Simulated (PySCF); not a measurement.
- GIAO PBE0/pcSseg-1 shieldings
- GFN2-xTB geometry
- run in PySCF 2.14
- fast rotation and ring inversion assumed for equivalent nuclei, no solvent model, single conformer, no relativistic terms

δ = σ(ref) − σ, references computed at the same level: ¹H (σref 31.72), ¹³C (σref 186.93) vs TMS. Shifts are as computed. Against solution values, carbons near 30 ppm lie about +3 ppm off and those near 130 ppm about +5 ppm. Of 1211 compounds with measured shifts, 218 miss one by over three times the rms of a fit or turn the order of signals round; such compounds aren't used in these exercises.

Task: Order these molecules by the shift of their most shielded carbon, lowest δ first.
A. Cn1ccnc1F
B. CO[C@@H](C)[Si@H](Cl)C(C)=O
C. F/C=C/O/C=C(\F)OC(F)F
D. C=Nc1ccn(C2=CC2=C)c1

Result: B (13.6 ppm, methyl carbon), A (30.6 ppm, methyl carbon bonded to N), D (61.7 ppm, terminal =CH2 carbon), C (121.5 ppm, sp3 CH bonded to 2 F and O).

Task: Order these molecules by the shift of their most shielded carbon-bound hydrogen, lowest δ first.
A. Cn1ccnc1F
B. CO[C@@H](C)[Si@H](Cl)C(C)=O
C. F/C=C/O/C=C(\F)OC(F)F

Result: B (1.18 ppm, hydrogen on a methyl carbon), A (3.63 ppm, hydrogen on a methyl carbon bonded to N), C (6.04 ppm, hydrogen on an alkene carbon bearing oxygen).

Task: How many ¹³C and ¹H signals does each give (equivalence by symmetry and fast rotation, but not about amide C–N or C=N bonds)? `F/C=C/O/C=C(\F)OC(F)F`, `C=Nc1ccn(C2=CC2=C)c1`, `CO[C@@H](C)[Si@H](Cl)C(C)=O`, `Cn1ccnc1F`

Result: F/C=C/O/C=C(\F)OC(F)F: 5 C, 4 H; C=Nc1ccn(C2=CC2=C)c1: 9 C, 8 H; CO[C@@H](C)[Si@H](Cl)C(C)=O: 5 C, 5 H; Cn1ccnc1F: 4 C, 3 H.
